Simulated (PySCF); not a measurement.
Polarisability and C₆ of Co⁻ (cobalt, charge -1)

[Ar] 3d8 4s2, high-spin 3F determinant. Calculation: PySCF 2.14, in def2-TZVPPD; the non-relativistic Hamiltonian (point nucleus). Coupled (time-dependent) response in atomic units; α is the mean over directions.

| method | mean α (bohr³) | C₆ (like pair) | S(−4) |
| --- | --- | --- | --- |
| wB97M-V | 149.9 | 1649 | 18440 |

S(−4) is the Cauchy moment in α(ω) = α(0) + S(−4) ω² + …

α(iu) at wB97M-V:

```
u (hartree)  α(iu) (bohr³)
          0          149.9
     0.0500          115.7
      0.100          71.49
      0.200          31.57
      0.300          17.80
      0.500          8.309
      0.750          4.609
       1.00          3.135
       1.50          1.932
       2.00          1.411
       3.00         0.8964
       5.00         0.4570
```

A single London oscillator, α(iu) = α/(1 + u²/ω²), gives C₆ = (3/4) ω α². Matching the computed C₆ needs ω = 4 × 1649 / (3 × 149.9²) = 0.0978 hartree.

For an ion, C₆ is the dispersion term alone; charge-induced terms of lower order in 1/R come first.
